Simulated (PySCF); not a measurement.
Precursor series Y Cl-F. All species are isolated molecules in the gas phase.

These are PBE-D3(BJ)/def2-TZVP // r2SCAN-D4/def2-SVP run with PySCF 2.14.0 values and carry that method's errors. 

| species | LUMO (eV) | mean distance from the central atom to its bonded neighbours (Å) | charge on the central atom (Mulliken) (e) | HOMO (eV) |
|---|---|---|---|---|
| 0 of 3 Cl replaced by F | -3.69 | [?] | [?] | -7.74 |
| 1 of 3 Cl replaced by F ([Y(Cl)2(F)]) | -3.54 | 2.297 | 1.26 | [?] |
| 2 of 3 Cl replaced by F | -3.36 | 2.149 | [?] | -7.53 |
| 3 of 3 Cl replaced by F ([Y(F)3]) | -3.15 | 2.000 | 1.43 | -8.56 |

Complete the blanks.


- 0 of 3 Cl replaced by F, mean distance from the central atom to its bonded neighbours (Å): 2.443
- 0 of 3 Cl replaced by F, charge on the central atom (Mulliken) (e): 1.16
- 1 of 3 Cl replaced by F ([Y(Cl)2(F)]), HOMO (eV): -7.66
- 2 of 3 Cl replaced by F, charge on the central atom (Mulliken) (e): 1.35
